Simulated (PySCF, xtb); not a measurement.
Ti(Cl)3(OH) (Cl₃HOTi), SMILES [OH][Ti]([Cl])([Cl])[Cl], multiplicity 1.

xtb with GFN2-xTB at its own geometry gives an orbital gap of 3.23 eV and a dipole moment of 4.27 D.

Coordinates come from a r2SCAN-D4/def2-SVP optimisation. A frequency run showed that this geometry is not a minimum. The multiplicity is an assumed one; no other spin state was optimised. The isomer is the one that the SMILES or the coordinates give; other isomers of the formula were not compared. Other conformers were not sampled.

Problem. What does PBE/def2-TZVP run with PySCF give? (An estimate is asked for; the answer gives what the named calculation found.)

Solution. gap 3.85 eV (levels -7.83 and -3.97 eV), dipole 2.90 D.
